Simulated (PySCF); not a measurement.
CuCl2, SMILES [Cl][Cu-][Cl], charge -1, multiplicity 1. Heavy atoms are numbered as in [Cu-:1]([Cl:2])[Cl:3].

Geometry optimised at ωB97X-D3(BJ)/def2-SVPD. The multiplicity is an assumed one; other spin states were not compared.

Method: CAM-B3LYP/def2-TZVPD (PySCF).

Mulliken values depend strongly on the basis, most of all with diffuse functions as here. ESP charges are fitted to the potential on shells at 1.4 to 2.0 van der Waals radii. Atomic charges (e), one atom of each kind:

```
atom  Mulliken  ESP fit  IAO
----  --------  -------  ---
Cu1      -0.14     0.31    …
Cl2      -0.43    -0.66    …
```

**Question.** Complete the blanks. (An estimate is asked for; the answer gives what the named calculation found.)

**Answer.** 
- Cu1, IAO: 0.52
- Cl2, IAO: -0.76
